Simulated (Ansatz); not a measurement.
Harmonic frequencies (cm⁻¹) at PBE0-D4/def2-TZVP from Ansatz: 4, 27, 28, 88, 90, 97, 98, 103, 206, 259, 323, 354, 377, 387, 390, 522, 535, 608, 703, 855, 972, 1199, 1209, 1239, 1319, 1321, 1429, 1483, 3061, 3115.

Each molecule was computed in one conformer, which needn't be the lowest.

(1) Which molecule is it?
A. `[CH3][Hf]([CH3])([Cl])[Cl]`
B. `FC(F)(F)C[O][Hf]([Cl])([Cl])[Cl]`
C. `FC(F)(F)C[O][Hf]([F])([F])[F]`
D. `C[N](C)[Hf]([F])([Cl])[SeH]`

## Answers

(1) B.
